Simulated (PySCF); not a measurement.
Bond stretch in SiCl, doublet.

- UKS-BLYP = unrestricted BLYP/6-31G in PySCF
- ROKS-BLYP = PySCF with restricted open-shell BLYP/6-31G
- UKS-B3LYP = unrestricted B3LYP/6-31G (PySCF 2.14.0)
- ROHF/6-31G (PySCF)
- ROKS-B3LYP = restricted open-shell B3LYP/6-31G (PySCF 2.14.0)

Energies are in mEh, each relative to the lowest point of its own curve near equilibrium.

```tsv
R / Å	UKS-BLYP	ROKS-BLYP	UKS-B3LYP	ROHF	ROKS-B3LYP
1.64	192.5	192.5	187.2	191.7	187.2
1.76	101.0	101.0	96.7	99.3	96.7
1.86	54.5	54.5	51.1	52.7	51.1
1.93	33.1	33.1	30.3	31.3	30.3
1.99	20.1	20.1	17.8	18.5	17.8
2.07	8.7	8.7	7.2	7.6	7.2
2.11	5.1	5.1	3.8	4.1	3.8
2.21	0.4	0.4	0.0	___	0.0
2.27	0.0	0.0	0.0	0.0	0.0
2.39	2.8	2.8	3.8	3.6	3.8
2.59	13.9	13.9	16.3	16.0	16.3
2.76	26.1	26.2	29.7	29.5	29.7
```

Question: Complete the blanks.

Answer: 
- 2.21, ROHF: 0.1

The scan ran from 1.64 to 8.26 Å; beyond the distances shown one of the unrestricted levels run for this scan, shown here or not, changes its spin distribution in one step.
